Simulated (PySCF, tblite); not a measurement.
C8H7FO.
Structure used (GFN2-xTB), in Å, numbered top down from 1:
```
atom  x, y, z in Å
O1    -1.5605   -1.4701    2.1734
C2    -1.5348   -1.2836    0.9904
C3    -0.5362   -0.4403    0.2717
C4    -1.0894    0.8632   -0.3230
C5    -0.0505    1.6393   -0.5859
C6     1.2044    0.8737   -0.1845
C7     0.6559    0.1487    1.0584
C8     1.2500   -0.3202   -1.1223
F9     2.1949   -0.4446   -2.0552
C10    0.2173   -1.1127   -0.8763
H11   -2.2925   -1.7334    0.3163
H12   -2.1337    1.0388   -0.4904
H13   -0.0354    2.6148   -1.0313
H14    2.1212    1.4475   -0.0973
H15    1.3230   -0.6151    1.4541
H16    0.3481    0.8212    1.8568
H17   -0.0889   -2.0152   -1.3646
```

Computed, not measured: PBE0/pcSseg-1 in PySCF (dipole) on a GFN2-xTB geometry, gas phase.

Masses are those of the commonest isotopes; rigid-rotor values at the optimised geometry. The values belong to one conformer with, in the numbering `[O:1]=[CH:2][C@@:3]12[CH:4]=[CH:5][C@@H:6]([CH2:7]1)[C:8]([F:9])=[CH:10]2`, O1–C2–C3–C4 -111°.

Q: Give the principal moments of inertia and the rotational constants in MHz.

A: Ia = 184.13, Ib = 469.70, Ic = 531.55 u·Å²; 505379 MHz·u·Å²/I gives A = 2745, B = 1076, C = 950.8 MHz.

Q: What kind of rotor is it?

A: An asymmetric top; Ray's κ = -0.860.

Q: Is it planar, by Δ = Ic − Ia − Ib?

A: Not planar: Δ = Ic − Ia − Ib = -122.28 u·Å². For a rigid frame Δ = −2 Σ m c², so Σ m c² = 61.14 u·Å² lies off the ab plane: 15.67 from hydrogen and 45.47 from heavier atoms. The atom farthest from that plane is 1.90 Å away.

Q: Where do the levels up to J = 3 lie, in MHz?

A: Above 0(0,0):
J = 1: 1(0,1) 2027, 1(1,1) 3696, 1(1,0) 3821
J = 2: 2(0,2) 6073, 2(1,2) 7624, 2(1,1) 7999, 2(2,1) 13006, 2(2,0) 13012
J = 3: 3(0,3) 12127, 3(1,3) 13512, 3(1,2) 14263, 3(2,2) 19086, 3(2,1) 19120, 3(3,1) 27747, 3(3,0) 27747
The levels of one J sum to (2J + 1)J(J + 1)(A + B + C)/3.

Q: Which lines would a microwave search look for?

A: The dipole components are |μa| = 1.14 D, |μb| = 1.15 D, |μc| = 1.08 D. The squared components, which scale the intensities, stand as 0.98 : 1.00 : 0.88 (a : b : c). Some lines, for components of 0.1 D or more:

```tsv
type	branch	J(Ka,Kc)	MHz	lower level (cm⁻¹)
c	Q	5(1,5) ← 5(0,5)	979	1.006
c	Q	1(1,1) ← 1(0,1)	1669	0.068
b	R	3(0,3) ← 2(1,2)	4503	0.254
b	Q	4(2,2) ← 4(1,3)	4682	0.754
b	R	3(1,3) ← 2(0,2)	7439	0.203
c	R	3(1,2) ← 2(0,2)	8190	0.203
b	R	5(0,5) ← 4(1,4)	8815	0.712
a	R	5(4,2) ← 4(4,1)	10149	1.600
a	R	5(3,3) ← 4(3,2)	10155	1.196
a	R	5(2,3) ← 4(2,2)	10248	0.910
a	R	5(1,4) ← 4(1,3)	10414	0.754
b	Q	5(4,2) ← 5(3,3)	12102	1.535
b	Q	4(4,0) ← 4(3,1)	12106	1.196
c	R	5(1,4) ← 4(0,4)	12854	0.673
b	R	5(5,0) ← 4(4,1)	25717	1.600
```

Its GFN2-xTB frequencies are all real (lowest 50 cm⁻¹). Constants of a rigid frame at the computed geometry: no zero-point averaging, no centrifugal distortion.
